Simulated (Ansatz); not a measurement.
H2AlFGe, SMILES `[F][Ge][AlH2]` (excited triplet) (charge 0, multiplicity 3). This triplet is an excited state, 0.42 eV above the relaxed singlet at the level frozen-core CCSD(T)/cc-pVTZ // B3LYP-D3(BJ)/def2-TZVP (Ansatz, an electronic-structure program).

Computed with Ansatz with frozen-core fic-MRCISD+Q@CASSCF(2e,2o)/cc-pVTZ // B3LYP-D3(BJ)/def2-TZVP.

Ansatz 0.2 input:
```yaml
crystal:
  periodic: [false, false, false]
  atoms:
    - { symbol: F, position_ang: [2.532909, 0.693718, -0.135146] }
    - { symbol: Ge, position_ang: [1.506132, -0.703993, 0.226628] }
    - { symbol: Al, position_ang: [-0.908345, -0.082882, 0.002899] }
    - { symbol: H, position_ang: [-1.272766, 1.3919, -0.409401] }
    - { symbol: H, position_ang: [-1.85793, -1.298743, 0.315018] }
basis:
  gaussian: { orbitals: cc-pVTZ }
correlation:
  method: fic_mrcisd_q
  active_space: { window: { electrons: 2, orbitals: 2 } }
magnetization:
  spin_polarized: false
  initial_magnetization: 2
```

Output:

```
Functional definition: HF
849 factors; integrals over basis functions are off by at most 9.2e-4 eV
mean field evaluation 1: about -65793.6881 eV, gradient 3.0e1 eV
mean field evaluation 2: about -65793.6970 eV, gradient 3.0e1 eV
mean field evaluation 4: about -65796.0588 eV, gradient 2.4e0 eV
mean field evaluation 8: about -65796.1431 eV, gradient 2.4e-1 eV
mean field -65796.14739411 eV, -2417.9638185031 hartree, gradient 9.1e-6 eV, S^2 2.000000; 0 other end points of the search recorded, 0 dependent functions left out
reference -65796.14739411 eV, -2417.9638185031 hartree; 29, 27 occupied and 106, 108 virtual orbitals, 849 factors
state -65796.14739411 eV, -2417.9638185031 hartree
contracted CI cycle   1: correlation 0.00000000 eV, 0.0000000000 hartree, residual 4.61e1 eV
contracted CI cycle   2: correlation -11.94025306 eV, -0.4387962066 hartree, residual 6.26e0 eV
contracted CI cycle   3: correlation -12.26520406 eV, -0.4507379356 hartree, residual 1.30e0 eV
contracted CI cycle   4: correlation -12.28104379 eV, -0.4513200349 hartree, residual 3.25e-1 eV
contracted CI cycle   5: correlation -12.28225811 eV, -0.4513646603 hartree, residual 9.26e-2 eV
contracted CI cycle   6: correlation -12.28235286 eV, -0.4513681423 hartree, residual 2.63e-2 eV
contracted CI cycle   7: correlation -12.28236053 eV, -0.4513684242 hartree, residual 7.88e-3 eV
contracted CI cycle   8: correlation -12.28236118 eV, -0.4513684482 hartree, residual 2.24e-3 eV
state -65796.14739411 eV, -2417.9638185031 hartree; corrected -65809.93125281 eV, -2418.4703659671 hartree
Total energy: -65809.93125281 eV, -2418.4703659671 hartree
```
